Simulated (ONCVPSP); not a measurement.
P (Z = 15): one change to an ONCV potential, before and after

| Quantity | Value |
| --- | --- |
| Element | phosphorus |
| Generator | ONCVPSP 4.0.1 |
| Type | optimised norm-conserving Vanderbilt (ONCV) |
| Functional | PBEsol |
| Relativity | scalar-relativistic |
| Frozen core | [Ne] |
| Valence charge | 5 |
| Reference configuration | 3s2 3p2 (charge +1) |
| Partial waves | 3s: rc 1.40 bohr, ncon 3, nbas 6, qcut 4 1/bohr, 1 projector; 3p: rc 1.40 bohr, ncon 3, nbas 8, qcut 6.8 1/bohr, 1 projector |
| Local potential | polynomial inside 0.90 bohr (lpopt 5, dvloc0 4 Ha) |
| Core correction | none |

Change: core correction Teter function, fcfact 2.75, rcfact 1.25.

Cutoffs: the cutoffs (Ha) at which the residual kinetic energy of the hardest occupied pseudo-wave falls to 1 and 0.1 mHa per electron; they do not see the model core or the augmentation charge, which bear on the density cutoff. Errors are all-electron minus pseudo energies relative to the spin-unpolarised reference configuration.

Q: Predict the effect on cutoff, ghosts and configuration errors.

A: The potential gets neither clearly harder nor softer (17 Ha and 41 Ha → 17 Ha and 41 Ha); of the 4 tests that both files solve, the error grows in 1 and shrinks in 2 by more than 15 % and 0.3 meV (median size 8.3 → 6.8 meV); neither file shows a bound ghost. A model core, the more so a compact one, raises the density cutoff, which this test does not measure.

| quantity | base | changed |
| --- | --- | --- |
| cutoff, loose | 17 Ha | 17 Ha |
| cutoff, tight | 41 Ha | 41 Ha |
| bound ghosts | none | none |
| GHOST(+) flags under 300 eV | s at 32.9 eV | s at 32.9 eV |
| error for 3s2 3p3, meV [ΔE -9.70 eV] | +5.6 | +5.3 |
| error for 3s2 3p1, meV [ΔE 19.11 eV] | +11 | +8.4 |
| error for 3s2 3p0, meV [ΔE 48.82 eV] | +75 | +53 |
| error for 3s0 3p5, meV [ΔE 7.45 eV] | +2.1 | -3.5 |
| s: phases at 1.42 bohr within 0.05 rad from the reference energy up to (Ha; the scan ends near 5) | 0.3 | 0.3 |
| p: phases at 1.42 bohr within 0.05 rad from the reference energy up to (Ha; the scan ends near 5) | 1.5 | 1.5 |
